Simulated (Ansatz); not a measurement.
F2H2Sn, SMILES `[F][SnH2][F]`, relaxed with RKS PBE0-D4/def2-TZVP in Ansatz 0.2.0 from a PBE-D4/def2-SVP geometry. The force threshold is 0.005 eV/Å; the program also tests the step.

The species carries charge 0 and has multiplicity 1. Sn takes the def2 core potential.

Start:

```xyz
5

F    -1.315   -1.056   -0.785
Sn    0.036    0.144   -0.046
F     0.825   -0.888    1.411
H    -0.799    1.466    0.667
H     1.252    0.333   -1.246
```

| step | energy (eV) | largest force (eV/Å) | largest move (Å) |
| --- | --- | --- | --- |
| 1 | -11296.4998 | 0.962 | 0.000 |
| 2 | -11296.5504 | 0.264 | 0.045 |
| 3 | -11296.5558 | 0.037 | 0.015 |
| 4 | -11296.5559 | 0.005 | 0.006 |
| 5 | -11296.5559 | 0.005 | 0.002 |
| 6 | -11296.5560 | 0.000 | 0.001 |

End:

```xyz
5

F    -1.284   -1.036   -0.763
Sn    0.036    0.142   -0.046
F     0.803   -0.872    1.378
H    -0.789    1.442    0.658
H     1.234    0.324   -1.227
```

It took 7.5 s on 2 threads of a server CPU on a shared host, with 0.23 GiB of host memory at the peak.
